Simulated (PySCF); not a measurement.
# Electronic absorption of C7H13B

Compound: C₇H₁₃B.
Atom-mapped SMILES: `[CH2:1]=[CH:2][C:3](=[CH2:4])[CH2:5][B:6]([CH3:7])[CH3:8]` (hydrogens: H9, H10 on C1; H11 on C2; H12, H13 on C4; H14, H15 on C5; H16, H17, H18 on C7; H19, H20, H21 on C8)

Theory: TDDFT B3LYP/def2-SVPD, vertical, gas phase, core orbitals frozen in the response (PySCF). The structure is a single PBE0-D3(BJ)/def2-SVP conformer in the gas phase; no vibrational or solvent corrections. Torsions of this conformer, `[CH2:1]=[CH:2][C:3](=[CH2:4])[CH2:5][B:6]([CH3:7])[CH3:8]`: C1–C2–C3–C4 -179°, C2–C3–C5–B6 -71°, C3–C5–B6–C7 -25°.

Q: List the vertical singlet excitations with oscillator strengths and describe the spectrum.

A: 

| state | E (eV) | E (hartree) | f | main configurations (H = HOMO, L = LUMO) |
| --- | --- | --- | --- | --- |
| S1 | 5.08 | 0.1867 | 0.0052 | H→L+1 (98%) |
| S2 | 5.45 | 0.2002 | 0.421 | H→L (92%) |
| S3 | 5.90 | 0.2168 | 0.015 | H→L+2 (95%) |
| S4 | 6.24 | 0.2294 | 0.050 | H-1→L (86%) |
| S5 | 6.34 | 0.2328 | 0.011 | H-1→L+1 (92%) |
| S6 | 6.45 | 0.2371 | 0.0043 | H-2→L+1 (52%), H-2→L (36%), H→L+3 (8%) |
| S7 | 6.47 | 0.2378 | 0.0025 | H-2→L+1 (46%), H-2→L (36%), H→L+3 (12%) |
| S8 | 6.48 | 0.2383 | 0.0071 | H→L+3 (74%), H-2→L (20%) |
| S9 | 6.75 | 0.2480 | 0.023 | H→L+4 (94%) |
| S10 | 6.93 | 0.2546 | 0.027 | H→L+5 (49%), H-3→L (37%), H→L+6 (8%) |

Triplets (Tamm–Dancoff): T1 3.18 eV, H→L (95%); T2 4.85 eV, H-1→L (38%), H→L+1 (31%), H-3→L (12%); T3 4.99 eV, H→L+1 (63%), H-1→L (19%); T4 5.84 eV, H→L+2 (92%).

The lowest singlet lies at 5.08 eV (244 nm, ultraviolet) and is weak; its leading configuration is HOMO→LUMO+1 (98%). The most intense listed level is S2 at 5.45 eV (228 nm, f = 0.421), 0.37 eV above S1. Löwdin shares by element: HOMO carbon 82% or more (atoms not listed hold the other 18%); LUMO carbon 79% or more (atoms not listed hold the other 21%). Weighted by f, the mean energy of these states is 5.69 eV. Orbital energies (eV): HOMO-3 -9.03, HOMO-2 -8.40, HOMO-1 -8.04, HOMO -6.43, LUMO -1.06, LUMO+1 -0.47, LUMO+2 0.17. The listed states span 1.85 eV, and the widest gap between neighbours is 0.45 eV (S2 to S3). All these states lie below the vertical ionisation energy of 8.43 eV (ΔSCF). Only the lowest 10 singlets were computed, as vertical energies without vibronic structure.
